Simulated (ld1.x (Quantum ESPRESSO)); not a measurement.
Configuration tests for bismuth (TM semilocal)

| Quantity | Value |
| --- | --- |
| Element | Bi (Z = 83) |
| Generator | ld1.x (Quantum ESPRESSO) 7.5 |
| Type | norm-conserving Troullier–Martins (semilocal form) |
| Functional | PBEsol |
| Relativity | scalar-relativistic |
| Frozen core | [Xe] 4f14 5d10 |
| Valence charge | 5 |
| Reference configuration | 6s1.5 6p3.5 |
| Partial waves | 6s (bound): rc 1.80 bohr; 6p (bound): rc 2.00 bohr |
| Local potential | the p channel |
| Core correction | Bessel-smoothed model core inside 0.95 bohr |

Energies are relative to the spin-unpolarised reference configuration 6s1.5 6p3.5; without spin polarisation the order of configurations can differ from experiment.

| valence configuration | charge | ΔE all-electron (eV) | error AE − PS (meV) |
| --- | --- | --- | --- |
| 6s2 6p2 | +1 | 2.935 | -6.8 |
| 6s2 6p1 | +2 | 18.226 | -48 |
| 6s2 6p0 | +3 | 41.583 | -207 |
| 6s1 6p3 | +1 | 13.792 | -27 |
| 6s1 6p0 | +4 | 87.061 | -760 |
| 6s2 6p3.3 | -0.3 | -6.114 | -6.2 |

Q: What are ΔE and the potential's error for 6s2 6p3?

A: ΔE = -5.014 eV all-electron; the error (AE − PS) is -5.5 meV.
